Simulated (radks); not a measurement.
Effect of the nuclear size on the argon ion Ar+, [Ne] 3s2 3p5. Calculated with a radial shooting solver on a logarithmic mesh with Libxc functionals: Dirac Kohn-Sham, PBE, spin-unpolarised, spherical densities, finite nucleus; open shells are shared between the two j in proportion to 2j + 1; Fermi nuclear charge, rms radius 3.4274 fm. The rms radius is varied about that value; shifts are against it.

| rms radius (fm) | total energy shift (eV) | density at nucleus (e/bohr^3) | 1s1/2 shift (meV) | 2s1/2 shift (meV) |
|---|---|---|---|---|
| 2.8036 | -0.00616 | 4357 | -2.59 | -0.196 |
| 3.2355 | -0.00202 | 4344 | -0.852 | -0.064 |
| 3.4274 | 0 | 4339 | 0.000 | 0.000 |
| 3.6536 | 0.00253 | 4333 | 1.07 | 0.080 |
| 4.0272 | 0.00706 | 4324 | 2.97 | 0.224 |

Slopes of the eigenvalues against <r^2> in GHz/fm^2, as finite differences over the two radii next to the reference (eigenvalue slopes, not the field-shift constants of lines): 1s1/2 161, 2s1/2 12.1.
